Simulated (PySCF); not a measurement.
# Spin-rotation constants: `InChI=1S/C4H5FO3.Al.2H/c1-8-4(7)3(5)2-6;;;/h2,6H,1H3;;;/q;+1;;/p-1`

Molfile (atoms numbered from 1):
```
C4H6AlFO3
     RDKit          3D

 15 15  0  0  0  0  0  0  0  0999 V2000
    2.5162   -0.6273    0.0111 C   0  0  0  0  0  0  0  0  0  0  0  0
    1.7033    0.5216   -0.2004 O   0  0  0  0  0  0  0  0  0  0  0  0
    0.4039    0.3660   -0.1015 C   0  0  0  0  0  0  0  0  0  0  0  0
   -0.0954   -0.7581    0.1707 O   0  0  0  0  0  0  0  0  0  0  0  0
   -1.8471   -1.2930    0.3749 Al  0  0  0  0  0  4  0  0  0  0  0  0
   -2.4137    0.3758    0.0355 O   0  0  0  0  0  0  0  0  0  0  0  0
   -1.7741    1.4538   -0.2328 C   0  0  0  0  0  0  0  0  0  0  0  0
   -0.4107    1.5133   -0.3133 C   0  0  0  0  0  0  0  0  0  0  0  0
    0.1998    2.6861   -0.6014 F   0  0  0  0  0  0  0  0  0  0  0  0
    2.2738   -1.4050   -0.7164 H   0  0  0  0  0  0  0  0  0  0  0  0
    3.5411   -0.2883   -0.1156 H   0  0  0  0  0  0  0  0  0  0  0  0
    2.3619   -1.0237    1.0170 H   0  0  0  0  0  0  0  0  0  0  0  0
   -1.9891   -1.6441    1.8670 H   0  0  0  0  0  0  0  0  0  0  0  0
   -2.1208   -2.2341   -0.8121 H   0  0  0  0  0  0  0  0  0  0  0  0
   -2.3536    2.3652   -0.4046 H   0  0  0  0  0  0  0  0  0  0  0  0
  1  2  1  0
  2  3  1  0
  3  4  2  0
  4  5  1  0
  5  6  1  0
  6  7  1  0
  7  8  2  0
  8  9  1  0
  8  3  1  0
  1 10  1  0
  1 11  1  0
  1 12  1  0
  5 13  1  0
  5 14  1  0
  7 15  1  0
M  CHG  2   4   1   5  -1
M  END
```

Computed, not measured: PySCF 2.14.0, GIAO HSE06/3-21G magnetisability, rotational g tensor and spin-rotation constants, non-relativistic, gas phase. Geometry: GFN2-xTB.

Q: Give the nuclear spin-rotation constants along the inertial axes (H = +C I·J) beside the isotropic shieldings.

A: Rotational constants 1.8993, 1.2972, 0.7837 GHz. A star marks the isotopologue with that one atom substituted, in its own axes.
| atom | isotope | Caa (kHz) | Cbb (kHz) | Ccc (kHz) | mean (kHz) | σ (ppm) |
| --- | --- | --- | --- | --- | --- | --- |
| Al5 | 27Al | 0.939 | 0.633 | 0.245 | 0.606 | 513.5 |
| F9 | 19F | 1.063 | 0.624 | 0.155 | 0.614 | 396.2 |
| H10 | 1H | -0.168 | -0.104 | -0.010 | -0.094 | 28.7 |
| H11 | 1H | 0.107 | -0.159 | -0.088 | -0.047 | 28.6 |
| H12 | 1H | -0.168 | -0.104 | -0.010 | -0.094 | 28.7 |
| H13 | 1H | -0.133 | -0.080 | -0.003 | -0.072 | 28.0 |
| H14 | 1H | -0.133 | -0.080 | -0.003 | -0.072 | 28.0 |
| H15 | 1H | -0.169 | 0.122 | -0.088 | -0.045 | 24.5 |
| C1 | 13C* | 0.338 | 0.147 | 0.126 | 0.204 | 159.0 |
| O2 | 17O* | -0.270 | -0.347 | -0.046 | -0.221 | 201.3 |
| C3 | 13C* | 0.743 | 0.458 | 0.136 | 0.446 | 56.7 |
| O4 | 17O* | -0.653 | -0.312 | -0.033 | -0.333 | 139.1 |
| O6 | 17O* | -0.523 | -0.436 | 0.005 | -0.318 | 147.1 |
| C7 | 13C* | 0.626 | 0.556 | 0.123 | 0.435 | 57.8 |
| C8 | 13C* | 0.540 | 0.445 | 0.144 | 0.376 | 81.5 |

For the geometry as given, no vibrational averaging.
